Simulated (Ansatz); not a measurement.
Relaxation of GeH5NOS (9 atoms, charge 0, multiplicity 1), to a largest force component of 0.015 eV/Å in at most 40 steps.

Computed with RKS B3LYP/def2-mTZVP (Ansatz 0.2.0).

```xyz
9
Properties=species:S:1:pos:R:3
N -0.129 0.799 -1.343
Ge 0.397 -0.210 0.071
O 0.679 -1.871 -0.517
S -1.091 -0.235 1.642
H -0.112 0.186 -2.233
H 0.668 1.536 -1.553
H 1.733 0.394 0.661
H 1.087 -2.334 0.289
H -1.114 1.169 1.839
```

Task: Where does it end, and by what steps?

Result: It converged. The force dipped under the threshold on the way, but the program's further checks kept it going. After 10 steps the energy has fallen by 0.595 eV; H5 moved furthest, 0.83 Å.

```
step  energy less start (eV)  largest force component (eV/Å)  accepted
   0                  0.0000                           3.193       yes
   1                 -0.3800                           1.629       yes
   2                 -0.4839                           0.942       yes
   3                 -0.5620                           0.281       yes
   4                 -0.5785                           0.327       yes
   5                 -0.5899                           0.119       yes
   6                 -0.5938                           0.083       yes
   7                 -0.5945                           0.032       yes
   8                 -0.5947                           0.006       yes
   9                 -0.5948                           0.024       yes
  10                 -0.5948                           0.006       yes
```

```xyz
9
Properties=species:S:1:pos:R:3
N 0.120 0.910 -1.343
Ge 0.543 -0.129 0.103
O 0.893 -1.809 -0.430
S -1.248 -0.293 1.447
H -0.712 0.617 -1.845
H 0.875 1.057 -2.006
H 1.765 0.488 0.809
H 1.107 -2.414 0.294
H -1.226 1.008 1.826
```

The run took 43 s on 2 threads of Arm Neoverse V1 (shared host), peak memory 0.28 GiB.
